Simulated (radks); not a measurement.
Excited configurations of Si I: one electron is placed in a higher orbital outside [Ne] 3s2 3p1. The ground configuration is [Ne] 3s2 3p2. Method: scalar-relativistic Kohn-Sham, r2SCAN, spin-polarised, spherical densities, finite nucleus; open shells are filled with parallel spins first; meta-GGA in the generalised Kohn-Sham scheme; Fermi nuclear charge, rms radius 3.1224 fm; computed with a radial shooting solver on a logarithmic mesh with Libxc functionals. Excitation = E - E(ground); binding = E(ion) - E, where the ion is the core of charge +1; n* = 1/sqrt(2 binding) in atomic units, and the quantum defect is n - n*.

| outer orbital | excitation (eV) | binding (eV) | n* | eigenvalue (eV) | <r> (bohr) |
|---|---|---|---|---|---|
| 4s | 5.220 | 3.193 | 2.064 | -1.960 | 6.646 |
| 5p | 7.243 | 1.170 | 3.411 | -0.724 | 17.56 |
| 5d | 7.666 | 0.747 | 4.267 | -0.441 | 26.40 |
| 7f | 8.091 | 0.322 | 6.505 | -0.209 | 64.87 |

The Delta-SCF ionisation energy is 8.413 eV (NIST Atomic Spectra Database: 8.152 eV, measured). Self-interaction in the functional shifts the binding energies and quantum defects, so they are the method's values and not measured ones. Open shells are spherical and high-spin; term and fine-structure splittings are not resolved.
